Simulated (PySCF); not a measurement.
Species: C6H7NS.
Numbering: `[CH2:1]=[CH:2][CH2:3][c:4]1[cH:5][n:6][s:7][cH:8]1` (hydrogens: H9, H10 on C1; H11 on C2; H12, H13 on C3; H14 on C5; H15 on C8)

The calculation used PBE0-D3(BJ)/def2-SVP geometry optimisation, gas phase (PySCF).

Q: Give the optimised bond lengths and angles.

A: 
```
          bond  length (Å)     order
         C1=C2       1.333    double
         C2–C3       1.500    single
         C3–C4       1.504    single
         C4–C5       1.429  aromatic
         C5–N6       1.311  aromatic
         N6–S7       1.656  aromatic
         S7–C8       1.709  aromatic
         C4–C8       1.375  aromatic
         C1–H9       1.095    single
        C1–H10       1.093    single
        C2–H11       1.097    single
C3–H12, C3–H13       1.103    single
        C5–H14       1.095    single
        C8–H15       1.090    single
```

Bonds in one row agree within 0.01 Å and their mean is given. Orders are formal, as drawn. A selection of angles:
```
     angle  degrees
  C2–C1–H9    121.4
 C2–C1–H10    121.6
 H9–C1–H10    117.0
  C1–C2–C3    124.9
 C1–C2–H11    119.4
 C3–C2–H11    115.7
  C2–C3–C4    112.6
 C2–C3–H12    109.7
 C4–C3–H12    108.6
H12–C3–H13    106.6
  C3–C4–C5    124.6
  C3–C4–C8    126.4
  C5–C4–C8    109.0
  C4–C5–N6    117.2
 C4–C5–H14    124.0
 N6–C5–H14    118.8
  C5–N6–S7    109.3
  N6–S7–C8     94.9
 S7–C8–H15    122.5
  C4–C8–S7    109.7
 C4–C8–H15    127.8
```

Torsions: C1–C2–C3–C4 119° (anticlinal); C2–C3–C4–C5 -54° (synclinal). The mirror-image conformer, all signs reversed, is as good.

The 5-membered ring C4–C5–N6–S7–C8 has internal angles of 94.9° to 117.2° (sum 540°, against 540° for a flat polygon); it is planar, 0.00 Å rms from its mean plane, widest ring torsion 0°. Of the pairs four or more bonds apart, H9···H13 is among the closest relative to their van der Waals radii: 2.43 Å, 101 % of the sum of Bondi's values. N6 (pyridine-type nitrogen) is bent (angle 109.3°). The C–C distances run from 1.333 Å (C1=C2, drawn double) to 1.504 Å (C3–C4, drawn single), a spread of 0.171 Å.

Point group: C1 (no symmetry element, even within 0.4 Å). PBE0-D3(BJ)/def2-SVP frequencies: not computed here. One conformer, not necessarily the lowest.
